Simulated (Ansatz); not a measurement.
Basis-set series for `[GeH3]/[N]=C1\O[SiH2]1`. Total charge 0; spin multiplicity 1. All single points use the PBE0-D4/def2-TZVP geometry.

```csv
functional,basis,functions,energy (Eh),HOMO (eV),LUMO (eV)
PBE0-D4,def2-SVP,117,-2536.48993,-6.87,-0.97
PBE0-D4,def2-QZVPP,480,-2537.12275,-6.97,-1.36
ωB97M-V,def2-SVP,117,-2536.85850,-8.97,0.99
ωB97M-V,def2-QZVPP,480,-2537.49404,-9.11,0.29
```

Q: Give the rows for def2-TZVPP. (Best estimate.)

A: The calculation gave: 
```json
{"functional": "PBE0-D4", "basis": "def2-TZVPP", "functions": "253", "energy (Eh)": "-2537.05823", "HOMO (eV)": "-6.95", "LUMO (eV)": "-1.28"}
{"functional": "ωB97M-V", "basis": "def2-TZVPP", "functions": "253", "energy (Eh)": "-2537.43208", "HOMO (eV)": "-9.09", "LUMO (eV)": "0.49"}
```

Positive LUMOs are unbound and depend on the basis. Scalar relativity is left out up to krypton.

Computed with Ansatz.
